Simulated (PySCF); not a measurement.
# Broadened absorption spectrum of CH8F2Si3

Compound: CH₈F₂Si₃.
SMILES: `F[C@@H]([SiH3])[Si@H](F)[SiH3]`

Computed with TDDFT PBE0/def2-SVPD, vertical, gas phase, core orbitals frozen in the response in PySCF. One conformer (not necessarily the lowest) at the GFN2-xTB geometry, without solvent, vibrations or thermal averaging. GFN2-xTB frequencies show an imaginary mode (26i cm⁻¹), so this geometry is no minimum at that level. Torsions of this conformer, `[F:1][C@@H:2]([SiH3:3])[Si@H:4]([F:5])[SiH3:6]`: F1–C2–Si4–F5 173°.

Broadening: Gaussians 0.5 eV wide at half height, area fixed by f = 4.319×10⁻⁹ ∫ε dν̃. The cross-section is σ = 3.8235×10⁻²¹ ε cm², given in Mb (10⁻¹⁸ cm²). The width is an assumption, not a result. The curve ends short of the highest state used, and states not computed would add to its high-energy end.

λ (nm), σ (Mb) and a bar:
```
    172.0      11.65 ##################
    174.1       7.91 ############
    176.2       7.38 ###########
    178.3       9.15 ##############
    180.3      12.18 ##################
    182.4      15.81 ########################
    184.5      18.71 ############################
    186.5      19.84 ##############################
    188.6      18.91 #############################
    190.7      16.16 ########################
    192.7      12.70 ###################
    194.8       9.14 ##############
    196.9       6.42 ##########
    198.9       4.96 #######
    201.0       4.64 #######
    203.1       5.36 ########
    205.1       6.68 ##########
    207.2       8.30 #############
    209.3       9.75 ###############
    211.3      10.63 ################
    213.4      10.84 ################
    215.5      10.29 ################
    217.5       9.20 ##############
    219.6       7.68 ############
    221.7       6.04 #########
    223.8       4.48 #######
    225.8       3.21 #####
    227.9       2.15 ###
    230.0       1.37 ##
    232.0       0.86 #
    234.1       0.50 #
    236.2       0.28 
    238.2       0.16 
    240.3       0.08 
    242.4       0.04 
    244.4       0.02
```

(1) Locate the maxima and give the states behind the curve.

(2) On this curve, what absorbance would a 10⁻⁴ mol/L sample give at 193 nm over a 1 cm path?

(3) Coming from long wavelengths, where does ε first pass 100 L mol⁻¹ cm⁻¹?

Results:

(1) 213 nm (5.82 eV), ε about 2800, made up of S1 (100%); 187 nm (6.64 eV), ε about 5200, made up of S2 (86%) and S3 (12%) (ε in L mol⁻¹ cm⁻¹; maxima over ε = 5, shares over 10%). At its high-energy end, 7.21 eV, the curve is still rising (ε about 3100, from S4, S6 and S7). The states used: S1 5.82 eV (f 0.053); S2 6.63 eV (f 0.082); S3 6.66 eV (f 0.012); S4 7.04 eV (f 0.012); S5 7.49 eV (f 0.013); S6 7.55 eV (f 0.077); S7 7.65 eV (f 0.152); S8 7.81 eV (f 0.032).

(2) 193 nm is 6.424 eV, where ε is about 3200 L mol⁻¹ cm⁻¹, so A = ε c l ≈ 0.32 (Beer–Lambert, with the gas-phase spectrum and the assumed width).

(3) At about 235 nm (5.27 eV), 0.55 eV below S1.

The run took 56 s on one thread, Arm Neoverse N1 (aarch64), no GPU, shared host, and the process peaked at 0.81 GiB of memory.
